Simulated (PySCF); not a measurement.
Se(Br)(GeH3) (BrGeH₃Se), SMILES Br[Se][GeH3].

Geometry: ωB97X-D3(BJ)/def2-SVP. This is a generated structure with no PubChem entry under its InChIKey; it may be hypothetical.

Calculation: PySCF with r2SCAN/def2-TZVPD.

Isolated molecule, no solvent.

```json
{
 "total_energy": "-7054.50632 hartree",
 "highest_occupied_level": "-5.95 eV",
 "lowest_empty_level": "-3.36 eV",
 "orbital_gap": "2.60 eV",
 "dipole_moment": "1.70 D",
 "quadrupole, principal values (traceless, Buckingham form, about the centre of nuclear charge)": "-3.65, 0.82, 2.83 D·Å",
 "mean_static_polarisability": "83.9 bohr³ (12.43 Å³)",
 "polarisability_principal_values": "66.7, 81.3, 103.5 bohr³"
}
```
